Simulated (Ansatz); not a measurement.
Coupled-cluster diagnostics for the cluster HgF₃⁻, Ansatz.

Geometry of the singlet (r2SCAN-D4/def2-TZVPD):

```xyz
4

Hg    0.000   -0.003   -0.002
F     1.568    0.928   -1.059
F    -0.725   -1.883   -0.613
F    -0.843    0.958    1.674
```

In the def2 sets Hg takes a core potential; there is no spin–orbit coupling. Correlated methods freeze 3 core orbitals; core or outer-core shells of Hg are correlated, in sets that lack core-valence functions. The structure comes from a short search, and lower isomers may exist.

Question: Estimate the CCSD(T) correlation energy, the shares of MP2 and (T), T1 and the reference's ⟨S²⟩ for: charge -1, singlet, own geometry in def2-TZVPPD; and the rough time on 2 threads of Arm Neoverse V1 on a shared host.

Answer: 
```json
{"state": "charge -1, singlet, own geometry", "basis": "def2-TZVPPD", "correlation (eV)": "-39.255", "MP2 share (%)": "99.6", "(T) share (%)": "3.3", "T1": "0.020", "⟨S²⟩ (pure)": "0.00 (0.00)", "wall time": "3.6 min", "remarks": "large T1"}
```
Customary marks for T1 are 0.02 (closed shells), 0.045 (open shells) and about 0.05 (3d metals). T1 exceeds 0.02 in 1 of 1 rows and 0.045 in 0; the higher it lies, the less the single-reference result can be trusted.
